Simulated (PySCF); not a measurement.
A side-by-side comparison of computed properties.

First species: C₂H₁₃NOSi₄.
SMILES: `[SiH2]([SiH3])[Si@H]([SiH3])NC(C)=O`

Second species: C₉H₁₀O.
Geometry (GFN2-xTB, Å), atoms numbered from 1 in this order:
```xyz
20
C9H10O angstrom
C      2.7855   -0.2879    0.1728
C      1.7747    0.5942    0.9087
C      0.4230    0.4900    0.2634
C      0.0467    1.3670   -0.7491
C     -1.1853    1.2513   -1.3735
C     -2.0631    0.2537   -0.9964
C     -1.7021   -0.6385    0.0126
C     -2.6181   -1.7056    0.4274
O     -2.4010   -2.5177    1.2908
C     -0.4597   -0.5118    0.6332
H      2.4663   -1.3272    0.1949
H      2.8735    0.0220   -0.8661
H      3.7645   -0.2142    0.6400
H      2.1172    1.6306    0.8881
H      1.7098    0.2751    1.9504
H      0.7252    2.1532   -1.0490
H     -1.4579    1.9457   -2.1546
H     -3.0271    0.1606   -1.4754
H     -3.5738   -1.7167   -0.1357
H     -0.2037   -1.2130    1.4145
```

Levels: PBE0/pcSseg-1 for dipole moment, HOMO energy, LUMO energy and HOMO–LUMO gap; GFN2-xTB for rotational constant A and rotational constant C. Geometries: GFN2-xTB. Each structure is a single optimised conformer of the isolated species, non-relativistic unless stated; the electronic structure was computed with PySCF and density fitting.

The conformers computed, where there is a choice (atom-mapped SMILES and torsion angles):
- `[CH3:1][C:2](=[O:3])[NH:4][Si@@H:5]([SiH3:6])[SiH2:7][SiH3:8]`: C1–C2–N4–Si5 -177°, C2–N4–Si5–Si6 -12°, N4–Si5–Si7–Si8 19°
- `[CH3:1][CH2:2][c:3]1[cH:4][cH:5][cH:6][c:7]([CH:8]=[O:9])[cH:10]1`: C1–C2–C3–C4 -91°, C6–C7–C8–O9 180°

```
             property   column X   column Y
        dipole moment     3.41 D     3.54 D
          HOMO energy   -7.48 eV   -7.45 eV
          LUMO energy   -1.81 eV   -1.18 eV
        HOMO–LUMO gap    5.67 eV    6.27 eV
rotational constant A  2.095 GHz  1.206 GHz
rotational constant C  0.698 GHz  0.456 GHz
```

Which column belongs to which species?

Column X is the second species and column Y the first. The first has 21 atoms and 96 electrons, the second 20 and 72.

How does each property change from the first species to the second?

dipole moment -0.13 D; HOMO energy -0.03 eV; LUMO energy -0.63 eV; HOMO–LUMO gap -0.60 eV; rotational constant A +0.889 GHz; rotational constant C +0.242 GHz.

On the first: The dipole matches unit charges of opposite sign 0.74 Å apart (1 e·Å = 4.8032 D).

On the second: The dipole matches unit charges of opposite sign 0.71 Å apart (1 e·Å = 4.8032 D).
